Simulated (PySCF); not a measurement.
## Spin-rotation constants: `[SiH2](CBCC)BN`, C3H13B2NSi

Geometry:
```tsv
atom	x (Å)	y (Å)	z (Å)
C1	-2.674	0.798	0.104
C2	-2.525	-0.578	-0.544
B3	-1.184	-1.372	-0.270
C4	-0.003	-0.785	0.531
Si5	1.157	0.129	-0.717
B6	2.688	0.914	0.231
N7	3.971	0.505	-0.073
H8	-1.873	1.459	-0.218
H9	-2.637	0.717	1.188
H10	-3.625	1.257	-0.166
H11	-3.376	-1.199	-0.244
H12	-2.633	-0.465	-1.629
H13	-1.083	-2.441	-0.751
H14	0.615	-1.539	1.019
H15	-0.280	-0.049	1.284
H16	0.336	1.101	-1.474
H17	1.534	-0.859	-1.759
H18	2.597	1.740	1.064
H19	4.803	0.866	0.369
H20	4.187	-0.190	-0.769
```

Method: GIAO KT3/pcSseg-1 magnetisability, rotational g tensor and spin-rotation constants, non-relativistic, gas phase (PySCF). Geometry: GFN2-xTB.

Question: Give the nuclear spin-rotation constants along the inertial axes (H = +C I·J) beside the isotropic shieldings.

Answer: Rotational constants 5.2739, 0.7927, 0.7550 GHz. A star marks the isotopologue with that one atom substituted, in its own axes.
| atom | isotope | Caa (kHz) | Cbb (kHz) | Ccc (kHz) | mean (kHz) | σ (ppm) |
| --- | --- | --- | --- | --- | --- | --- |
| B3 | 11B | 1.901 | 0.376 | 0.160 | 0.812 | 25.6 |
| B6 | 11B | 1.789 | 0.226 | 0.156 | 0.724 | 62.2 |
| N7 | 14N | 0.458 | 0.077 | 0.057 | 0.197 | 130.3 |
| H8 | 1H | -0.090 | -0.061 | -0.070 | -0.074 | 30.5 |
| H9 | 1H | -0.577 | -0.083 | 0.018 | -0.214 | 30.7 |
| H10 | 1H | -0.085 | -0.062 | -0.070 | -0.072 | 30.6 |
| H11 | 1H | 0.047 | -0.079 | -0.070 | -0.034 | 30.2 |
| H12 | 1H | -0.502 | -0.095 | 0.022 | -0.192 | 30.2 |
| H13 | 1H | -0.423 | 0.081 | -0.064 | -0.135 | 24.6 |
| H14 | 1H | -0.365 | -0.047 | -0.050 | -0.154 | 30.5 |
| H15 | 1H | -0.523 | -0.016 | -0.051 | -0.197 | 30.1 |
| H16 | 1H | -0.300 | -0.035 | -0.032 | -0.123 | 28.2 |
| H17 | 1H | -0.438 | -0.007 | -0.041 | -0.162 | 28.4 |
| H18 | 1H | -0.436 | 0.018 | -0.032 | -0.150 | 26.4 |
| H19 | 1H | 0.124 | -0.069 | -0.064 | -0.003 | 26.3 |
| H20 | 1H | -0.519 | 0.005 | -0.049 | -0.187 | 26.7 |
| C1 | 13C* | 0.742 | 0.104 | 0.102 | 0.316 | 173.1 |
| C2 | 13C* | 0.910 | 0.126 | 0.107 | 0.381 | 159.0 |
| C4 | 13C* | 0.774 | 0.132 | 0.085 | 0.330 | 170.1 |
| Si5 | 29Si* | -2.628 | -0.414 | -0.404 | -1.149 | 447.7 |

For the geometry as given, no vibrational averaging.

Question: How do the rotational constants and the g tensor change when H8, H9, H10, H11, H12, H13, H14, H15, H16, H17, H18, H19, H20 are replaced by deuterium?

Answer: Constants 3.8765, 0.6767, 0.6420 GHz; g -0.0505, -0.0029, -0.0004, against -0.0684, -0.0033, -0.0008 before.
